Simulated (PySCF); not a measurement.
Species: C5H12O2Si2.
Numbering: `[O:1]=[C:2]1[CH2:3][O:4][C@@H:5]([CH2:6][CH2:7][SiH3:8])[SiH2:9]1`

NICS is the negative of the GIAO shielding at a point without a nucleus: at the ring centre (0) and 1 Å above and below it (1); zz is the component along the ring normal. Level: GIAO PBE0/pcSseg-1 (PySCF, non-relativistic, gas phase) on the GFN2-xTB geometry, one conformer.

Ring bond lengths (Å), with Mayer bond orders in brackets: C2–C3 1.519 (0.92), C3–O4 1.402 (0.93), O4–C5 1.433 (0.87), C5–Si9 1.918 (0.88), Si9–C2 1.928 (0.81).

What do the NICS probes read (ppm)?

```
           ring                                                    type  NICS(0)  NICS(1), two faces  NICS(1)zz, two faces  rms pucker (Å)  centre to ring atoms, mean (Å)
C2–C3–O4–C5–Si9  5-membered ring with O and Si; formal bonds all single      1.6         -1.2 / -1.3           -3.3 / -3.4            0.17                            1.37
```

What can be read from them?

- C2–C3–O4–C5–Si9: mean NICS(1)zz -3.4 ppm, shielded. C3, C5, Si9 have four or more neighbours; no verdict on aromaticity is drawn.

Give the inner angles of the rings and the Hirshfeld charges of the ring atoms.

- C2–C3–O4–C5–Si9: C2 106.2° (+0.078 e), C3 110.8° (-0.014 e), O4 113.3° (-0.143 e), C5 103.3° (-0.042 e), Si9 88.8° (+0.319 e); sum 522.4° against 540° for a flat convex ring.

How shielded are the nuclei of the rings and their hydrogens (means over atoms taken as equivalent)?

```tsv
atoms	environment	σ isotropic (ppm)
C2	carbonyl carbon	-71.4
C3	sp3 carbon bound to oxygen	107.0
O4	cyclic ether oxygen	278.6
C5	sp3 carbon bound to oxygen	107.8
Si9	SiH2 silicon	430.4
H on C3	methylene hydrogen	27.87
H on C3	methylene hydrogen	27.76
H on C5	methine hydrogen	27.26
H on Si9	Si–H hydrogen	27.63
H on Si9	Si–H hydrogen	28.13
```
